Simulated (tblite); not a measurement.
Compound: C7H15PSi.
SMILES with atom numbers: `[CH:1]#[C:2][P:3]([SiH2:4][CH3:5])[C:6]([CH3:7])([CH3:8])[CH3:9]` (hydrogens: H10 on C1; H11, H12 on Si4; H13, H14, H15 on C5; H16, H17, H18 on C7; H19, H20, H21 on C8; H22, H23, H24 on C9)

Structure used (GFN2-xTB), in Å, numbered top down from 1:
```xyz
24
C7H15PSi angstrom
C      0.3656    2.8121    0.9623
C      0.3544    1.8468    0.2428
P      0.3713    0.5603   -0.9528
Si     1.9751   -0.6704    0.0322
C      3.5705    0.2680   -0.3840
C     -1.2538   -0.2972   -0.4909
C     -1.3669   -1.5463   -1.3626
C     -2.3800    0.6783   -0.8376
C     -1.3328   -0.6735    0.9849
H      0.3685    3.6262    1.6270
H      1.9866   -1.9996   -0.5987
H      1.8950   -0.8602    1.4885
H      4.4431   -0.2468    0.0037
H      3.6929    0.3690   -1.4585
H      3.5558    1.2679    0.0404
H     -2.3284   -2.0327   -1.2026
H     -0.5789   -2.2592   -1.1244
H     -1.2881   -1.2847   -2.4169
H     -2.3319    0.9626   -1.8881
H     -3.3516    0.2227   -0.6483
H     -2.2990    1.5821   -0.2357
H     -1.1376    0.1931    1.6143
H     -0.6111   -1.4511    1.2286
H     -2.3302   -1.0475    1.2173
```

Method: GFN2-xTB as coded in tblite; computed harmonic values from a numerical Hessian at the method's own geometry, unscaled. Errors from tens to a few hundred cm⁻¹ against measured bands are possible. Modes of hydrogen on silicon can be 10 to 20 % off. One conformer, not necessarily the lowest.

Harmonic wavenumbers (cm⁻¹): 33.5, 51.6, 88.7, 106.7, 112.2, 123.5, 162.6, 198.3, 230.4, 236.1, 263.3, 268.3, 283.8, 310.6, 361.1, 391.4, 403.2, 421.4, 486.1, 570.9, 606.5, 616.7, 655.9, 662.6, 695.4, 751.6, 785.6, 828.2, 833.5, 856.8, 961.1, 963.8, 965.5, 1026.4, 1029.3, 1193.8, 1224.2, 1233.1, 1368.9, 1404.3, 1404.7, 1425.6, 1485.3, 1485.5, 1487.3, 1489.7, 1490.2, 1501.0, 1501.6, 1507.8, 2179.2, 2181.5, 2191.4, 2996.1, 3001.3, 3008.1, 3009.9, 3015.5, 3019.2, 3021.3, 3024.6, 3024.8, 3036.0, 3038.8, 3051.7, 3365.9.

A = 1544, B = 888.9, C = 693.7 MHz; mass 158.068 u (most abundant isotopes); point group C1, symmetry number 1.

Question: Zero-point energy?

Answer: Half the sum of the wavenumbers: 42355 cm⁻¹ = 121.10 kcal/mol.

Question: What is S at 298.15 K and 1 bar for an ideal gas of classical rigid rotors and harmonic oscillators?

Answer: Translation 41.11, rotation 30.20, vibration 46.97: S = 118.3 cal/(mol K).

Question: And Cp and H(298.15 K) − H(0)?

Answer: Cp = 53.56 cal/(mol K), of which vibrations give 45.61 (their classical limit is 66 R = 131.2); H(298.15 K) − H(0) = 9.66 kcal/mol without the zero-point energy, 7.29 from vibrations.

Question: How do the functions run with temperature in this model?

Answer: 
```
 T (K)  S (cal/(mol K))  Cp (cal/(mol K))  H − H(0) (kcal/mol)  G − H(0) (kcal/mol)  ln q(vib)
    50             62.4              16.3                 0.57                -2.55       0.95
   100             76.7              25.8                 1.63                -6.05       2.91
373.15            131.2              62.1                14.00               -34.97      14.38
   500            151.2              74.3                22.67               -52.90      19.29
   750            184.8              91.9                43.59               -95.04      28.19
  1000            213.1             104.1                68.19              -144.87      36.18
```

q(vib) and H(0) count from the zero-point level.

Question: Which modes carry the vibrational entropy at 298.15 K?

Answer: 33.5 cm⁻¹: 5.61; 51.6 cm⁻¹: 4.76; 88.7 cm⁻¹: 3.69; 106.7 cm⁻¹: 3.33; 112.2 cm⁻¹: 3.23; 123.5 cm⁻¹: 3.04 cal/(mol K); the other 60 give 23.31 together.

Hindered rotation and anharmonicity are outside this model. Other conformers, if any are populated, would add a mixing term that is left out. The structure is chiral; the term R ln 2 for an equal mix with its mirror image is left out.
